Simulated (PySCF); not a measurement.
C₄H₉B.
SMILES: `BCC(=C)C`

Torsions of this conformer, `[BH2:1][CH2:2][C:3](=[CH2:4])[CH3:5]`: B1–C2–C3–C4 -111°.

The closed-shell ground state was solved at several levels (PySCF, density fitting, gas phase, non-relativistic). Geometry: PBE0-D3(BJ)/def2-SVP, one conformer, isolated molecule.

```tsv
level	basis functions	HOMO (eV)	LUMO (eV)	gap (eV)	dipole (D)
wB97X-D/def2-SVPD	172	-8.79	0.62	9.41	0.63
B3LYP/def2-SVPD	172	-6.75	-1.59	5.16	0.63
BHandHLYP/def2-SVPD	172	-7.91	-0.27	7.64	0.60
LC-wPBE/def2-SVPD	172	-9.63	1.04	10.67	0.63
PBE0/def2-TZVP	209	-6.92	-1.34	5.58	0.65
HF/def2-SVPD	172	-9.33	2.14	11.47	0.58
PBE0/6-31G*	88	-6.66	-0.96	5.70	0.64
```

Problem. Estimate the row for PBE0/def2-SVP, a basis of 115 functions; the other rows only guide the guess.

Solution. HOMO -6.86 eV, LUMO -1.25 eV, gap 5.61 eV, dipole 0.67 D.

Problem. Over all these levels, which gives the widest orbital gap and which the narrowest?

Solution. HF/def2-SVPD (Hartree–Fock, all exact exchange) has the widest, 11.47 eV, and B3LYP/def2-SVPD (global hybrid, 20 % exact exchange) the narrowest, 5.16 eV. The two share the basis. From the narrowest to the widest the HOMO moves by -2.58 eV and the LUMO by +3.73 eV.

Problem. How much does the basis alone move the frontier levels among the 3 PBE0 rows (the withheld one included)?

Solution. The HOMO by 0.26 eV and the LUMO by 0.38 eV. By rising basis size (HOMO, LUMO in eV): 6-31G* -6.66, -0.96; def2-SVP -6.86, -1.25; def2-TZVP -6.92, -1.34.

Problem. In the def2-SVPD basis, how does the gap go with the fixed share of exact exchange?

Solution. B3LYP (20 %) 5.16 eV; BHandHLYP (50 %) 7.64 eV; HF (100 %) 11.47 eV. Each rise in the share widens the gap here.

Problem. How far do the dipole and the HOMO energy spread over the levels?

Solution. The dipole runs from 0.58 to 0.67 D (mean 0.63 D) and the HOMO from -9.63 to -6.66 eV.
